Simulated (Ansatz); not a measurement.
`[SeH][SiH2][TeH]` + `CCl` → `ClC[SiH2][TeH]` + H₂Se  (formal exchange of groups at the Si–Se bond)

Gas-phase electronic energies from Ansatz, PBE0-D4/def2-TZVP geometries. CCSD(T)/CBS adds triple-zeta CCSD(T) − MP2 to the extrapolated MP2 energy (def2 sets, frozen cores). This one scheme is used for every species. DFT in def2-TZVPP. B3LYP here is the variant with VWN-RPA as its local correlation; programs differ in this. Elements past krypton have def2 core potentials. For Se, Te outer-core shells are correlated without core-valence functions, which leaves a few kJ/mol of doubt a bond. Scalar relativity is left out up to krypton. One conformer a species, not always the lowest.

(1) Is it downhill or uphill in electronic energy at CCSD(T)/CBS, and by how much? (Best estimate.)

(2) What do these levels give: PBE-D4, PBE0-D4, B3LYP-D4, ωB97M-V, B2PLYP, PBE0, HF/def2-TZVPP, SCS-MP2/def2-TZVPP, CCSD/def2-TZVPP, MP2/def2-QZVPP, HF/CBS(def2), CCSD/CBS(def2)? (An estimate is asked.)

Largest T1 diagnostic among the species: 0.010.

## Answers

(1) Ansatz gave: Uphill: ΔE = +67.3 kJ/mol.

(2) Ansatz gave: PBE-D4 67.3, PBE0-D4 69.4, B3LYP-D4 66.0, ωB97M-V 64.1, B2PLYP 66.9, PBE0 70.2, HF/def2-TZVPP 70.9, SCS-MP2/def2-TZVPP 66.4, CCSD/def2-TZVPP 63.9, MP2/def2-QZVPP 70.0, HF/CBS(def2) 70.6, CCSD/CBS(def2) 67.9 kJ/mol.

In def2-TZVPP, CCSD(T) changes the Hartree–Fock value by −7.6 kJ/mol (the triples alone add −0.6 kJ/mol) and MP2 by −3.2 kJ/mol.
